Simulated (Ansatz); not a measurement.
The cluster Zr2N2, relaxed as a singlet with RKS PBE0-D4/def2-TZVP in Ansatz, starting from the GFN1-xTB geometry. Force threshold 0.02 eV/Å.

In the def2 sets Zr takes a core potential; there is no spin–orbit coupling. The restricted singlet is unstable towards broken spin symmetry in Hartree–Fock (as tested in another run); at PBE0-D4/def2-TZVP this wasn't settled. Another isomer (triplet) lies 4.15 eV lower at PBE0-D4/def2-TZVP; other spin states weren't run for this one.

Start:

```xyz
4

Zr   -0.748    1.000    1.395
Zr   -0.400    0.357   -1.353
N     0.774   -0.961   -0.566
N     0.374   -0.396    0.524
```

Estimate the energy that the relaxation releases and the steps that it takes.

11.2 kcal/mol, in 11 steps; 29 s on 4 threads of Arm Neoverse V1 on a shared host. No frequencies were taken in this run, so the end may be a saddle point.

Does the start keep its bonding and symmetry?

By distances, no bond broke or formed. The bond that changes most is Zr2–N4, from 2.17 to 2.04 Å (atoms count from 1). Point group Cs at the start, Cs at the end, both within 0.05 Å.

Predict the relaxed structure.


```csv
atom,x (Å),y (Å),z (Å)
Zr1,-0.757,1.007,1.253
Zr2,-0.443,0.432,-1.181
N3,0.812,-1.015,-0.545
N4,0.387,-0.424,0.473
```
Bond lengths (bridged metal pairs left out): 3 × N–Zr 1.99 to 2.04 Å; 1 × N–N 1.25 Å.
